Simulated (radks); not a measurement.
Values are calculated unless marked as measured or tabulated.
Species: Yb37+. Configuration: [Ar] 3d10 4s2 4p3 (the NIST ground configuration). Level of theory: non-relativistic Kohn-Sham, LB94 model potential, spin-polarised, spherical densities, point nucleus; open shells are filled with parallel spins first (spin-orbit coupling, left out, can overturn this in heavy ions); relativity is left out, which matters for an element this heavy (a radial shooting solver on a logarithmic mesh with Libxc functionals).

Normalised radial functions P(r) = r R(r), r in bohr:

```
   r/bohr * 3d down, o 4s up, + 4p down (the largest magnitude, 2.35, reaches the edge; | marks zero, & curves that meet)
 0.002403                             & o
 0.002709                             &  o
 0.003055                             &  o
 0.003444                             &  o
 0.003883                             &  o
 0.004378                             &   o
 0.004936                             *+  o
 0.005566                             *+  o
 0.006275                             *+   o
 0.007132                             *+   o
 0.008042                             *+   o
 0.009067                             *+   o
  0.01022                             * +  o
  0.01153                             * +  o
    0.013                             *  + o
  0.01465                             *  + o
  0.01652                             |*  &
  0.01863                             |*  &
    0.021                             |* o +
  0.02368                             |*o   +
   0.0267                             o *    +
   0.0301                            o| *    +
  0.03421                          o  |  *    +
  0.03858                        o    |   *    +
  0.04349                       o     |     *  +
  0.04904                     o       |      * +
  0.05529                    o        |       +*
  0.06234                    o        |      +   *
  0.07029                     o       |    +       *
  0.07925                      o      |  +            *
  0.08936                         o   +                  *
   0.1007                          + o|                    *
   0.1136                      +      |  o                    *
   0.1281                   +         |      o                 *
   0.1444                 +           |         o                *
   0.1641                +            |           o              *
   0.1851                 +           |            o            *
   0.2086                    +        |          o            *
   0.2352                         +   |     o               *
   0.2652                             |o+               *
   0.2991                       o     |       +      *
   0.3372                o            |          *  +
   0.3802           o                 |       *         +
   0.4286         o                   |    *              +
   0.4833         o                   |  *                +
   0.5449           o                 |*               +
   0.6144               o             |*            +
   0.6983                    o        *        +
   0.7873                       o     *     +
   0.8877                          o  *  +
    1.001                            o*+
    1.128                             &+
    1.272                             &
    1.435                             &
```

3d down: eigenvalue -3109.0 eV, 0 radial nodes, <r> = 0.193 bohr, 90 % of the charge inside 0.298 bohr. 4s up: eigenvalue -1735.4 eV, 3 radial nodes at r = 0.0276, 0.104, 0.268 bohr, <r> = 0.459 bohr, 90 % of the charge inside 0.646 bohr. 4p down (empty): eigenvalue -1654.2 eV, 2 radial nodes at r = 0.0893, 0.258 bohr, <r> = 0.453 bohr, 90 % of the charge inside 0.645 bohr.
